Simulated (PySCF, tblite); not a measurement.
Isomers of C9H8O2. All values are computed: GFN2-xTB (tblite) harmonic vibrations without scaling, gas phase. The method is semi-empirical: single wavenumbers can be off by several per cent or more. One conformer each.

Electronic energies: PBE0/pcSseg-1 single points on the GFN2-xTB geometries (PySCF, gas phase).

```
                SMILES  electronic energy, lowest = 0 (kJ/mol)
      O=Cc1cccc2c1COC2                                     0.0
C=C1C=CC=C(C(=O)O)C=C1                                    55.8
C=C(C)C1=CC=CC(=O)C1=O                                   133.2
   C1=COC(c2ccco2)=CC1                                   117.7
```

Question: How do GFN2-xTB zero-point energies change the relative energies?

Answer: 
```
                SMILES  ZPE (kJ/mol)  of it from modes above 1550 cm⁻¹  electronic (kJ/mol)  with ZPE, lowest = 0 (kJ/mol)  lowest mode (cm⁻¹)  rings
      O=Cc1cccc2c1COC2         377.4                             170.5                  0.0                            0.0                  54      2
C=C1C=CC=C(C(=O)O)C=C1         374.7                             198.5                 55.8                           53.2                  15      1
   C1=COC(c2ccco2)=CC1         379.7                             177.2                117.7                          120.0                  54      2
C=C(C)C1=CC=CC(=O)C1=O         371.9                             187.1                133.2                          127.7                  35      1
```

The zero-point energies span 7.8 kJ/mol, from `C=C(C)C1=CC=CC(=O)C1=O` to `C1=COC(c2ccco2)=CC1`. The order is unchanged.

Question: And how do the electronic energies of GFN2-xTB itself compare?

Answer: `O=Cc1cccc2c1COC2` 0.0; `C=C1C=CC=C(C(=O)O)C=C1` 115.7; `C1=COC(c2ccco2)=CC1` 34.1; `C=C(C)C1=CC=CC(=O)C1=O` 183.7 kJ/mol, lowest = 0. Against the energies above, taken from the same isomer `O=Cc1cccc2c1COC2`, the largest difference is 83.6 kJ/mol.
